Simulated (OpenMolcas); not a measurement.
A calculation on N+.

```
Program             : OpenMolcas 26.06
Method              : CASSCF
Basis               : ANO-RCC-VQZP [5s4p3d2f1g]
Scalar Hamiltonian  : DKH2, point nucleus
Active space        : 2 electrons in 3 orbitals (2p)
State averaging     : 2S+1 = 3 even, 3 roots; 2S+1 = 1 even, 6 roots
Spin-orbit coupling : state interaction with AMFI integrals over the reference wave functions, term energies averaged over their components
```

Task: Which level of the active space comes out lowest?

Result: 2s² 2p² ³P₀, with 100 % of that term; it is also the measured ground level.

Task: How high does 2s² 2p² ¹S₀ lie?

Result: 43858 cm⁻¹ above the lowest level; measured 32689 cm⁻¹ above the ground level, so the calculation is off by +34 %.

Task: How high does 2s² 2p² ¹D₂ lie?

Result: 17800 cm⁻¹ above the lowest level; measured 15316 cm⁻¹ above the ground level, so the calculation is off by +16 %.

Task: How high does 2s² 2p² ³P₂ lie?

Result: 142 cm⁻¹ above the lowest level; measured 131 cm⁻¹ above the ground level, so the calculation is off by +9 %.

Measured values: NIST Handbook of Basic Atomic Spectroscopic Data.

Without dynamic correlation excited terms often stand tens of per cent too high (terms of higher spin than the ground term too low), and those without a measured partner can miss by more than the paired ones. With the s shell closed, the reference lacks s² → p² mixing. Computed and measured levels are paired by configuration, term and J; levels that our copy of the source lacks, or whose pairing is in doubt (as where it misses far off the trend of its configuration), stay unpaired and out of the deviations. Levels of configurations outside the active space are missing.
